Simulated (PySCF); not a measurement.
ClFH5NSi2, SMILES N[SiH2][Si@H](F)Cl.

Geometry: PBE0-D3(BJ)/def2-SVP. The structure was generated by enumeration; whether it is a known compound was not checked. Other conformers were not sampled.

Level of theory: TDDFT-ωB97X/def2-SVPD in PySCF.

Vertical excitations. The molecule is in vacuum.

| state | energy (eV) | λ (nm) | f | main pairs |
|---|---|---|---|---|
| S1 | 5.76 | 215 | 0.036 | HOMO→LUMO 94 % |
| S2 | 6.26 | 198 | 0.015 | HOMO→LUMO+1 92 % |
| S3 | 7.22 | 172 | 0.009 | HOMO→LUMO+2 42 %, HOMO−1→LUMO 31 %, HOMO→LUMO+4 16 % |
| S4 | 7.68 | 161 | 0.054 | HOMO→LUMO+3 46 %, HOMO−1→LUMO 19 %, HOMO→LUMO+2 10 %, HOMO→LUMO+5 9 % |
| S5 | 7.97 | 156 | 0.009 | HOMO−1→LUMO+1 38 %, HOMO→LUMO+4 26 %, HOMO→LUMO+2 12 % |
| S6 | 8.05 | 154 | 0.323 | HOMO→LUMO+3 35 %, HOMO→LUMO+2 19 %, HOMO→LUMO+5 15 %, HOMO−1→LUMO 10 % |
| S7 | 8.14 | 152 | 0.020 | HOMO→LUMO+4 38 %, HOMO−1→LUMO+1 21 %, HOMO→LUMO+6 9 % |
| S8 | 8.34 | 149 | 0.038 | HOMO−2→LUMO 42 %, HOMO−1→LUMO 10 %, HOMO−2→LUMO+2 8 % |
| S9 | 8.44 | 147 | 0.025 | HOMO−3→LUMO 57 % |
| S10 | 8.56 | 145 | 0.012 | HOMO−2→LUMO 19 %, HOMO−4→LUMO 18 %, HOMO−3→LUMO 17 %, HOMO−2→LUMO+2 9 % |
| T1 | 5.20 | 238 | 0 | HOMO→LUMO 89 % |
| T2 | 5.55 | 223 | 0 | HOMO→LUMO+1 85 % |
| T3 | 6.81 | 182 | 0 | HOMO−1→LUMO 35 %, HOMO→LUMO+2 27 %, HOMO→LUMO+4 15 % |
| T4 | 7.08 | 175 | 0 | HOMO→LUMO+3 72 % |
Triplets are in the Tamm–Dancoff approximation, which puts them higher than full response would, so one can lie above its singlet here.
